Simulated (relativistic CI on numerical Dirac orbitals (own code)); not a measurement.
Method of calculation: Dirac-Coulomb-Breit CI, KLI orbitals optimised for each configuration, QED by a radiative potential, unscaled Slater integrals (own radial code, finite nucleus).

The strongest absorption lines from the ground level of an ion, among the configurations computed and to levels below about 678 eV (vacuum wavelength in nm, gf): 3.6541 (0.58), 3.6699 (2.1), 3.6838 (3.3), 3.7006 (3.6), 4.5505 (0.55), 4.7950 (1), 5.5822 (2.3), 5.9519 (0.4).

Question: Which ion is it?
A. Hg48+
B. Hg46+
C. Hg44+
D. Os42+

Answer: B. Hg46+ has 34 electrons and the ground level 4s2 4p4 3P_2; the strongest line goes to 4s2 4p3 4d 3D°_3. The pattern of lines fixes the number of electrons, and along that sequence the line energies rise steadily with the charge (about as its square where n changes within one kind of shell, about linearly where n is kept but much faster in heavy ions where fine structure, which grows about as Z⁴, sets the gap, and irregularly where shells cross), which fixes Z. Configurations outside the model, such as inner-shell arrays, can give stronger lines. At this charge energies of transitions that change n are usually good to better than 1 %, and those within a shell (Δn = 0) to a few per cent.

LS names give the leading component of a level, which can be under half, so a name can repeat, a term be missing and a line seem to break the LS rules.
